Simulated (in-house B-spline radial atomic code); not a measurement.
Ga⁺. Computed with a B-spline radial atomic code. Model: non-relativistic spherical atom: semilocal Troullier-Martins pseudo-atom, one channel per l, against all electrons, high spin, G0W0 and RPA with empty states to l = 8, local potential for every l without a channel, a model core (radius 0 = none) keeps its share of the functional.

What the tables leave out is listed at the end.

The pseudopotential gives back the lowest level of each angular momentum of its own functional in the configuration it was made in; a second state of the same l is only approximately right. Exact exchange, RPA and GW see the smooth pseudo-orbitals and miss the exchange with the core, for which the functional's share stands in. The column with an uncorrelated core keeps all orbitals and exact exchange, and so separates missing core correlation from pseudisation. Only the three outermost levels and the lowest empty one were computed. RPA here is direct RPA, with no exchange kernel, and its energies carry an (l + 1/2)⁻⁴ tail. A hybrid on a potential with a model core restores only its own semilocal share of the core's exchange.

Command:
```bash
python run_psgw.py task.json out
```
Settings (lengths in bohr, energies in hartree):
```
Z                      31
electrons              30
configuration          [Ar] 3d10 4s2
generated_in           [Ar] 3d10 4s2 4p1
functional             pbe,pbe
core_shells            4
radius_factor          1.15
core_correction        True
ion_configuration      [Ar] 3d10 4s1
```

Run time, properties included: 60 s on 1 thread of Arm Neoverse N1 (shared host).

Given: made with PBE; model core radius 0.306 bohr; local radius 0.883 bohr; mean-field start PBE.

Valence shells of the generating configuration: 3p, 3d, 4s, 4p.

Channel: s 2.205, p 0.65, d 1.836 (radii in bohr).

Computed: largest level miss in the spin-unpolarised generating configuration 0.011 eV; valence RPA correlation energy pseudo -1.3191 hartree; all-electron RPA polarisability, core included 14.799 bohr³; pseudo-atom RPA polarisability 14.798 bohr³; ionisation by mean-field all-electron 20.427 eV; ionisation by RPA all-electron 20.593 eV; ionisation by RPA pseudo minus all 1.189 eV.

```
     level  occupied  mean-field all-electron (eV)  mean-field pseudo minus all (eV)  G0W0 all-electron (eV)  G0W0 uncorrelated core minus all (eV)  G0W0 pseudo minus all (eV)  exchange self-energy all-electron (eV)  exchange self-energy pseudo (eV)
        4s         1                       -16.039                            -0.004                 -20.482                                 -0.072                      -1.141                                 -14.318                           -14.958
4p (empty)         0                       -9.0913                            -0.021                  -6.162                                      0                       0.116                                 -3.9288                           -3.3231
```

Problem. What is the valence RPA correlation energy all-electron orbitals?

Solution. -1.3125 hartree.

Problem. What is the ionisation by mean-field pseudo minus all?

Solution. 0.036 eV.

Given: mean-field start PBE0.

Computed: valence RPA correlation energy pseudo -1.2708 hartree; all-electron RPA polarisability, core included 13.449 bohr³; pseudo-atom RPA polarisability 12.616 bohr³; ionisation by mean-field all-electron 20.095 eV; ionisation by RPA all-electron 20.417 eV; ionisation by RPA pseudo minus all 1.235 eV.

| level | occupied | mean-field all-electron (eV) | mean-field pseudo minus all (eV) | G0W0 all-electron (eV) | G0W0 uncorrelated core minus all (eV) | G0W0 pseudo minus all (eV) | exchange self-energy all-electron (eV) | exchange self-energy pseudo (eV) |
| --- | --- | --- | --- | --- | --- | --- | --- | --- |
| 4s | 1 | -16.922 | -0.34 | -20.399 | -0.067 | -1.243 | -14.087 | -15.403 |
| 4p (empty) | 0 | -8.2048 | 0.136 | -6.1214 | 0 | 0.219 | -3.6334 | -3.0584 |

Problem. What is the ionisation by mean-field pseudo minus all?

Solution. 0.429 eV.

Problem. What is the valence RPA correlation energy all-electron orbitals?

Solution. -1.2543 hartree.

Among the listed levels the largest G0W0 shift of the pseudo-atom is -1.24 eV, for 4s on the PBE0 start, while leaving the core uncorrelated moves that level by -0.07 eV. So pseudisation and the lost core exchange, not the missing core correlation, make the error. Not in the tables (levels of low weight, unsolved or above zero; the highest and the empty levels are kept at any weight): on PBE the G0W0 levels 3d (pseudo minus all +1.35 eV, weights 0.74 and 0.66), 3p (pseudo minus all +3.64 eV, weights 0.26 and 0.26); on PBE0 the G0W0 levels 3d (pseudo minus all +1.81 eV, weights 0.72 and 0.81), 3p (pseudo minus all +3.27 eV, weights 0.50 and 0.48); no Hartree-Fock pseudo-atom is run with a model core.
